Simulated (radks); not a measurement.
Values are calculated unless marked as measured or tabulated.
Nd LV, configuration [He] 2s2 2p2.

Level of theory: non-relativistic Kohn-Sham, LDA (Slater exchange, Perdew-Wang correlation), spin-unpolarised, spherical densities, point nucleus; relativity is left out, which matters for an element this heavy (a radial shooting solver on a logarithmic mesh with Libxc functionals).

Energy parts (Ry):
total: -10400.5653
kinetic: 10399.2990
electron-nucleus: -21192.8237
Hartree: 508.9224
exchange-correlation: -115.9630

Orbitals (lengths in bohr, moments of r in powers of bohr):
orbital  occ.  eigenvalue (Ry)      <r^2>
1s          2        -3392.133  0.0008514
2s          2        -793.0032    0.01255
2p          2        -779.8015   0.009185

The highest occupied level is 2p at -10609.7 eV. The density falls to 0.001 e/bohr^3 at r = 0.37 bohr.
